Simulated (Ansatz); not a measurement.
Born–Oppenheimer molecular dynamics of BrFH6O2W (11 atoms, charge 0, multiplicity 1). It starts at the highest image of a converged band. Of that band: The profile has 2 maxima (images 2, 4) with wells between them (image 3): this band takes more than one step, which may be the mechanism or a detour left from its start path. A vibrational analysis at the climbing image gives one clearly imaginary mode, 545i cm⁻¹: a first-order saddle point.

Theory: RKS BLYP-D4/def2-SVP in Ansatz.

| Quantity | Value |
| --- | --- |
| ensemble | NVE (velocity Verlet) |
| time step | 0.5 fs |
| steps asked | 200 |
| starting velocities drawn for | 100 K |
| seed | 5766 |

First frame:

```xyz
11
Properties=species:S:1:pos:R:3
W 0.334 0.168 -0.165
F 0.290 0.056 1.958
O 2.114 -0.589 0.139
H 2.208 -1.543 0.332
H -0.764 1.402 0.331
H -1.330 -0.051 0.143
H -0.142 -1.469 -0.174
O 0.158 0.534 -1.942
H 0.197 0.792 -2.878
Br 1.751 2.337 1.217
H 0.957 1.066 2.013
```

Problem. How far do the bonds stretch over the last three quarters of this one trajectory? (Pairs bonded in most of those frames.)

Solution. 
```tsv
bond	mean (Å)	spread (Å)	shortest	longest
W1–F2	2.440	0.147	2.17	2.64
W1–O3	1.961	0.020	1.94	2.00
W1–H5	1.711	0.032	1.66	1.76
W1–H6	1.699	0.019	1.67	1.73
W1–H7	1.701	0.011	1.68	1.72
W1–O8	1.839	0.021	1.81	1.87
W1–Br10	2.792	0.095	2.61	2.92
F2–H11	0.997	0.031	0.95	1.06
O3–H4	0.978	0.004	0.97	0.98
O8–H9	0.977	0.007	0.96	0.99
```

Mean temperature of the second half: 164 K. The conserved energy stayed within 0.029 meV per atom of its start (net change -0.0031 meV per atom), so the integration is sound. The kinetic energy rose, since the run started high on the potential surface and went downhill. A run of 0.1 ps of so small a system gives no equilibrium averages. The orbitals stay closed-shell, which can raise the energy where a bond breaks towards radicals; this wasn't checked here.

Time of the run: 8.9 min on 4 threads of Intel(R) Xeon(R) Platinum 8259CL CPU @ 2.50GHz (Skylake/Cascade Lake) (shared host), peak memory 0.24 GiB.
